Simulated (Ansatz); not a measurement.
Pb2S3. The state is a singlet with charge 0. Geometry r2SCAN-D4/def2-SVP.

Cartesian coordinates in Å:
```
Pb 1.1017 -1.8158 -1.5199
Pb -0.3968 0.6540 0.5501
S -1.2814 -1.4328 -0.5836
S 1.9535 0.3236 -0.3375
S -1.3770 2.2711 1.8910
```

In the def2 sets Pb takes a core potential; there is no spin–orbit coupling. B3LYP takes the VWN-RPA correlation. Another isomer (singlet) lies 1.70 eV lower at PBE0-D4/def2-TZVP; other spin states weren't run for this one.

**Question.** Estimate the orbital energies around the gap (eV) in Ansatz with PBE-D4/def2-SVP, PBE-D4/def2-TZVP, revPBE-D4/def2-TZVP, B3LYP-D4/def2-TZVP, PBE0-D4/def2-SVP.

**Answer.** 
| orbital | PBE-D4/def2-SVP | PBE-D4/def2-TZVP | revPBE-D4/def2-TZVP | B3LYP-D4/def2-TZVP | PBE0-D4/def2-SVP |
| --- | --- | --- | --- | --- | --- |
| HOMO−9 | -13.01 | -13.04 | -12.95 | -14.18 | -14.47 |
| HOMO−8 | -11.88 | -11.96 | -11.88 | -13.03 | -13.25 |
| HOMO−7 | -8.19 | -8.20 | -8.12 | -9.02 | -9.31 |
| HOMO−6 | -8.14 | -8.18 | -8.10 | -8.93 | -9.20 |
| HOMO−5 | -7.22 | -7.30 | -7.22 | -8.19 | -8.41 |
| HOMO−4 | -6.68 | -6.79 | -6.72 | -7.60 | -7.78 |
| HOMO−3 | -6.62 | -6.68 | -6.61 | -7.40 | -7.58 |
| HOMO−2 | -6.18 | -6.34 | -6.27 | -7.18 | -7.33 |
| HOMO−1 | -5.91 | -6.01 | -5.93 | -6.81 | -6.94 |
| HOMO | -5.54 | -5.65 | -5.58 | -6.50 | -6.64 |
| LUMO | -3.90 | -4.02 | -3.93 | -3.48 | -3.20 |
| LUMO+1 | -3.70 | -3.80 | -3.70 | -3.43 | -3.16 |
| LUMO+2 | -2.53 | -2.68 | -2.56 | -2.23 | -1.90 |
| LUMO+3 | -2.09 | -2.23 | -2.12 | -1.81 | -1.48 |
| LUMO+4 | -1.54 | -1.76 | -1.68 | -1.35 | -0.90 |
| LUMO+5 | -0.01 | -0.24 | -0.13 | 0.38 | 0.83 |
